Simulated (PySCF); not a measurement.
## Core-level binding energies of dimethyl diselenide

Dimethyl diselenide, C2H6Se2.
Numbering: `[CH3:1][Se:2][Se:3][CH3:4]`

Method used: PySCF, delta-SCF UKS SCAN, pcX-2 on the ionised atom, pcseg-1 elsewhere, spin-free X2C. Each binding energy is the total energy of the core-ionised species, with the hole localised on one atom, minus that of the ground state; both are solved self-consistently, so orbital relaxation is included.

Task: Give the core binding energies atom by atom.

Result: 
```
atom(s)   bonded to  level  binding energy (eV)  count
  C1/C4  Se and 3 H   C 1s               290.83      2
```

Task: Express the binding energy of C 1s of C1/C4 in atomic units and per mole.

Result: 290.83 eV = 10.6878 Eh = 28061 kJ/mol.

Task: Which photon energy gives electrons from C 1s of C1/C4 a kinetic energy of 50 eV, and what is their de Broglie wavelength?

Result: hν = 290.83 + 50 = 340.83 eV, recoil neglected; λ = 12.264 Å/√(E/eV) = 1.73 Å.

Atoms equivalent by their bonding share one computed value, that of the first of them. No level of selenium is listed. Isolated species at its PBE0-D3(BJ)/def2-SVP geometry (one conformer only).

Shape of the structure used: `[CH3:1][Se:2][Se:3][CH3:4]`: C1–Se2–Se3–C4 87°.
